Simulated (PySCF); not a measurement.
Atoms are numbered as in `[CH:1]#[C:2][Si@H:3]([Cl:4])[O:5][SiH3:6]`; H(Xn) means a hydrogen on atom n.

Geometry: PBE0-D3(BJ)/def2-SVP; GIAO shifts from PySCF, gas phase, non-relativistic, averaged over equivalent atoms.

At PBE/pcSseg-1 (148 basis functions, 16 s wall time on 1 thread of an Arm Neoverse V2, shared host):
```
 atoms  δ (ppm)
    C1     98.4
    C2     85.1
   Si6    -39.7
   Si3    -42.4
   Cl4     91.1
    O5     63.7
H(Si3)     5.39
H(Si6)     5.26
 H(C1)     2.40
```

Shifts are taken against calculated references (same method and geometry level): ¹³C (180.03 ppm), ²⁹Si (334.61 ppm), ¹H (31.20 ppm) vs TMS; ³⁵Cl (933.68 ppm) against HCl; ¹⁷O (334.63 ppm) vs H2O.

Problem. Estimate the result of repeating the calculation with KT2/pcSseg-1.

Solution. 
```
 atoms  δ at KT2/pcSseg-1  change
    C1               91.9    -6.5
    C2               78.1    -7.0
   Si6              -36.2    +3.5
   Si3              -41.6    +0.8
   Cl4               95.0    +3.9
    O5               59.4    -4.3
H(Si3)               5.36   -0.03
H(Si6)               5.21   -0.05
 H(C1)               2.68   +0.28
```

References, each an isolated molecule treated in the same way: TMS for ¹³C (σref 183.22) and ²⁹Si (σref 361.05) and ¹H (σref 31.18); ³⁵Cl (σref 942.74) vs HCl; ¹⁷O (σref 330.66) against H2O.

The largest change is at C2 (alkyne carbon). Cost: 148 basis functions, 17 s wall time on 1 thread of an Arm Neoverse V2, shared host.

Experimental scales use liquid or dissolved standards, which lie at an offset from isolated H2O (liquid H2O: subtract about 36 ppm).
